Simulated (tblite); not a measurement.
Species: C₃H₁₅PSi₃.
Structure used (GFN2-xTB), in Å, numbered top down from 1:
```
atom  x, y, z in Å
C1    -3.2811   -0.0237   -0.5159
C2    -2.6498    0.5481    0.7448
C3    -1.1721    0.8795    0.5603
Si4   -0.0836   -0.6271    0.1571
P5     1.9850   -0.1741    0.8540
Si6    3.1006   -1.8934    0.0033
Si7    2.5993    1.4976   -0.4745
H8    -4.3466   -0.1868   -0.3685
H9    -2.8190   -0.9722   -0.7771
H10   -3.1513    0.6620   -1.3504
H11   -3.1872    1.4568    1.0314
H12   -2.7596   -0.1691    1.5604
H13   -1.0724    1.6256   -0.2319
H14   -0.7967    1.3467    1.4743
H15   -0.1228   -0.9506   -1.2785
H16   -0.5030   -1.8184    0.9030
H17    2.8846   -2.0528   -1.4375
H18    2.6333   -3.0861    0.7045
H19    4.5176   -1.6484    0.2605
H20    2.2784    1.2594   -1.8853
H21    4.0440    1.6555   -0.3223
H22    1.8918    2.6908   -0.0134
```

All values are computed: GFN2-xTB (tblite) harmonic vibrations without scaling, gas phase. Errors from tens to a few hundred cm⁻¹ against measured bands are possible. Modes of hydrogen on silicon can be 10 to 20 % off. One conformer, not necessarily the lowest.

Harmonic wavenumbers (cm⁻¹): 27.9, 34.3, 60.2, 82.1, 91.3, 99.2, 112.1, 121.1, 139.4, 210.7, 260.7, 390.6, 431.1, 436.8, 482.2, 486.2, 489.9, 524.0, 547.3, 572.6, 589.3, 678.2, 706.3, 746.4, 755.3, 758.5, 763.0, 766.7, 779.0, 787.4, 790.7, 845.9, 943.2, 1021.7, 1064.9, 1126.3, 1204.0, 1247.4, 1300.3, 1348.8, 1415.8, 1468.9, 1501.3, 1503.3, 1508.0, 2161.0, 2210.7, 2216.6, 2227.2, 2258.0, 2262.9, 2269.7, 2280.0, 2949.6, 2952.0, 2966.5, 2983.0, 3030.3, 3033.2, 3043.9.

A = 1878, B = 567.6, C = 480.8 MHz; mass 166.022 u (most abundant isotopes); point group C1, symmetry number 1.

Task: Zero-point energy?

Result: Half the sum of the wavenumbers: 35032 cm⁻¹ = 419.08 kJ/mol.

Task: Entropy at 400 K, 1 bar (ideal gas, RRHO, classical rotation)?

Result: Translation 178.72, rotation 132.61, vibration 269.57: S = 580.9 J/(mol K).

Task: And Cp and H(400 K) − H(0)?

Result: Cp = 264.27 J/(mol K), of which vibrations give 231.02 (their classical limit is 60 R = 498.9); H(400 K) − H(0) = 64.59 kJ/mol without the zero-point energy, 51.28 from vibrations.

Task: Blend soft modes into free rotors: weight 1/[1 + (100 cm⁻¹/ν̃)⁴] for the oscillator and the rest for a rotor with moment μB/(μ + B), μ = h/(8π²ν), B = 10⁻⁴⁴ kg m². What vibrational entropy results?

Result: 237.51 J/(mol K) in place of 269.57, which changes −T·S at 400 K by +12.82 kJ/mol.

Task: What must be added to the electronic energy to get the Gibbs energy at 400 K and 1 bar?

Result: ZPE + [H(400 K) − H(0)] − T·S = 419.08 + 64.59 − 232.36 = 251.31 kJ/mol.

Task: Which modes carry the vibrational entropy at 400 K?

Result: 27.9 cm⁻¹: 27.43; 34.3 cm⁻¹: 25.72; 60.2 cm⁻¹: 21.05; 82.1 cm⁻¹: 18.49; 91.3 cm⁻¹: 17.61; 99.2 cm⁻¹: 16.93 J/(mol K); the other 54 give 142.34 together.

Hindered rotation and anharmonicity are outside this model. Other conformers, if any are populated, would add a mixing term that is left out. The structure is chiral; the term R ln 2 for an equal mix with its mirror image is left out.
